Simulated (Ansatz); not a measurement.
CH$_{5}$ClGeS, SMILES `S[CH2][GeH2][Cl]` from Hartree–Fock to CCSD(T)

| atom | x (Å) | y (Å) | z (Å) |
| --- | --- | --- | --- |
| S1 | 1.987 | 0.106 | -0.607 |
| C2 | 0.578 | 0.734 | 0.330 |
| Ge3 | -1.098 | -0.141 | -0.158 |
| Cl4 | -0.815 | -2.249 | 0.241 |
| H5 | 1.782 | -1.198 | -0.351 |
| H6 | 0.748 | 0.661 | 1.405 |
| H7 | 0.493 | 1.793 | 0.075 |
| H8 | -2.280 | 0.303 | 0.720 |
| H9 | -1.394 | -0.008 | -1.655 |

Charge 0, multiplicity 1. Correlated methods include outer-core shells of Ge, which these sets cover unevenly. Scalar relativity is left out up to krypton. The structure was optimised at the PBE0-D4/def2-TZVP level. It is one conformer, not always the lowest. Frozen core, restricted reference, the Gaussian-basis code of Ansatz.

```json
{"basis": "def2-SVP", "HF (Eh)": "-2972.65195", "MP2 corr.": "-0.63949", "CCSD corr.": "-0.68404", "(T)": "-0.01897", "CCSD(T) total": "-2973.35496"}
{"basis": "def2-TZVPP", "HF (Eh)": "-2973.25958", "MP2 corr.": "-0.80180", "CCSD corr.": "-0.85103", "(T)": "-0.03542", "CCSD(T) total": "-2974.14603"}
{"basis": "def2-QZVPP", "HF (Eh)": "-2973.32761", "MP2 corr.": "-1.11230", "CCSD corr.": "–", "(T)": "–", "CCSD(T) total": "–"}
```
